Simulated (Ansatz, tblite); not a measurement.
Forces on Rb5H4 at its B3LYP-D4/def2-SVP geometry. Total charge 0; doublet.

In the def2 sets Rb takes a core potential; there is no spin–orbit coupling. The xTB rows come from tblite. The structure comes from a short search, and lower isomers may exist.

GFN1-xTB (tblite), largest force 0.45 eV/Å:

```xyz
9
positions Å, forces eV/Å
Rb   -2.007    0.922   -0.884    0.361   -0.202    0.100
Rb    2.111    0.672   -0.883   -0.383   -0.153    0.100
Rb   -0.121   -2.019    1.309    0.019    0.334   -0.259
Rb   -0.201   -2.742   -3.784    0.017    0.269    0.356
Rb    0.121    1.887    2.453   -0.017   -0.240   -0.301
H     1.853   -0.155    1.724   -0.113    0.031   -0.083
H    -0.064   -1.132   -1.410    0.007    0.087    0.119
H    -1.849    0.074    1.725    0.117    0.016   -0.083
H     0.156    2.491   -0.251   -0.008   -0.141    0.051
```

GFN2-xTB (tblite), largest force 0.31 eV/Å:

```
Rb 0.157 -0.037 0.095
Rb -0.167 -0.014 0.101
Rb 0.012 0.229 -0.048
Rb 0.005 0.154 0.172
Rb -0.015 -0.191 -0.245
H 0.039 -0.068 -0.024
H 0.008 -0.018 0.043
H -0.045 -0.067 -0.021
H 0.006 0.013 -0.074
```

PBE-D4/def2-TZVP (Ansatz), largest force 0.04 eV/Å:

```
Rb -0.029 -0.001 -0.034
Rb 0.027 -0.007 -0.034
Rb -0.001 -0.030 0.001
Rb 0.001 0.025 0.030
Rb 0.000 0.022 0.035
H -0.005 0.002 -0.003
H 0.001 -0.006 0.001
H 0.005 0.000 -0.002
H 0.001 -0.006 0.006
```
